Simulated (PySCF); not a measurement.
Species: triethylphosphine oxide, C6H15OP.
Numbering: `[CH3:1][CH2:2][P:3](=[O:4])([CH2:5][CH3:6])[CH2:7][CH3:8]` (hydrogens: H9, H10, H11 on C1; H12, H13 on C2; H14, H15 on C5; H16, H17, H18 on C6; H19, H20 on C7; H21, H22, H23 on C8)

Cartesian coordinates in Å at the PBE0-D3(BJ)/def2-SVP level; atoms count from 1:
```xyz
23
C6H15OP angstrom
C      2.5687    0.4160    0.4454
C      1.5786   -0.2797   -0.4783
P      0.0101   -0.6596    0.3773
O      0.2057   -1.4325    1.6498
C     -0.9980   -1.5540   -0.8563
C     -2.3424   -1.9802   -0.2829
C     -0.8259    0.9414    0.6672
C     -1.1119    1.8137   -0.5448
H      2.6722   -0.1520    1.3818
H      2.2375    1.4333    0.7059
H      3.5610    0.5008   -0.0224
H      1.3783    0.3036   -1.3927
H      1.9742   -1.2570   -0.8025
H     -1.1064   -0.9487   -1.7717
H     -0.3968   -2.4389   -1.1251
H     -2.9954   -1.1149   -0.0888
H     -2.8774   -2.6495   -0.9730
H     -2.1941   -2.5087    0.6704
H     -0.1940    1.4635    1.4048
H     -1.7505    0.6816    1.2088
H     -1.6148    2.7465   -0.2479
H     -0.1888    2.0969   -1.0741
H     -1.7687    1.3072   -1.2687
```

All values: PBE0/pcSseg-1 (PySCF, non-relativistic), on one gas-phase PBE0-D3(BJ)/def2-SVP geometry that isn't relaxed in the solvent. The solvent is an IEF-PCM continuum (van der Waals radii × 1.2). Only the electrostatic response of the medium enters.

Gas phase at PBE0/pcSseg-1: HOMO -7.18 eV, LUMO 0.84 eV, dipole 4.17 D.

Task: What does the continuum do to the energy, the frontier levels and the dipole at PBE0/pcSseg-1 in acetone?

Result: 
| solvent | ε | E(solvent) − E(gas) (kJ/mol) | polarisation term (kJ/mol) | distortion of the solute (kJ/mol) | HOMO (eV) | LUMO (eV) | dipole (D) |
| --- | --- | --- | --- | --- | --- | --- | --- |
| acetone | 20.49 | -39.97 | -48.47 | 8.50 | -7.48 | 1.20 | 5.72 |

The first energy column is the sum of the next two and covers electrostatics alone.

Task: Which radius a makes the point-dipole formula ΔE = −[(ε − 1)/(2ε + 1)]·μ²/a³ give the value in acetone, with the gas-phase dipole?

Result: μ = 1.640 au and |ΔE| = 0.01522 Eh give a = 2.30 Å; the farthest nucleus lies 3.80 Å from the centroid of the nuclei, so such a sphere wouldn't even hold the nuclei. The formula assumes a rigid point dipole at the centre of a sphere.

Task: Give the dipole vector in the frame of the coordinates (D, pointing from negative to positive charge), gas and acetone.

Result: Gas (-0.58, 2.20, -3.49), solvent (-0.77, 2.98, -4.82). Its length changes by +37 % and its direction by less than 1°.

Task: Which Hirshfeld charges (PBE0/pcSseg-1) respond most in acetone (means over atoms taken as equivalent)?

Result: 
```tsv
atoms	environment	gas (e)	solvent (e)	change
O4	phosphoryl oxygen	-0.417	-0.476	-0.059
H12 (×6)	methylene hydrogen	+0.046	+0.052	+0.006
C2/C5/C7	sp3 carbon bound to phosphorus	-0.110	-0.107	+0.003
P3	phosphoryl phosphorus	+0.428	+0.430	+0.002
H9 (×9)	methyl hydrogen	+0.042	+0.043	+0.001
C1/C6/C8	methyl carbon	-0.112	-0.112	0.000
```

Task: Which Mayer bond orders change most in acetone?

Result: 
| bond | length (Å) | gas | solvent | change |
| --- | --- | --- | --- | --- |
| P3–O4 | 1.502 | 1.808 | 1.716 | -0.092 |
| P3–C7 | 1.829 | 0.916 | 0.938 | +0.022 |
| C2–P3 | 1.827 | 0.914 | 0.935 | +0.021 |
| P3–C5 | 1.827 | 0.914 | 0.935 | +0.021 |
| C7–C8 | 1.520 | 1.017 | 1.023 | +0.006 |
| C7–H19 | 1.103 | 0.933 | 0.927 | -0.006 |
| C7–H20 | 1.103 | 0.933 | 0.927 | -0.006 |
| C1–H9 | 1.100 | 0.952 | 0.957 | +0.005 |

Task: How do the nuclear quadrupole coupling constants eQVzz/h respond in acetone?

Result: 
| nucleus | Q (barn) | gas (MHz) | solvent (MHz) | η gas | η solvent |
| --- | --- | --- | --- | --- | --- |
| 17O at O4 | -0.0256 | -5.82 | -5.71 | 0.06 | 0.06 |

On an Arm Neoverse V2 with one thread, shared host, this took 32 s and 1.5 GiB of memory at its peak. This is the whole shielding run at PBE0/pcSseg-1 in acetone, SCF included.
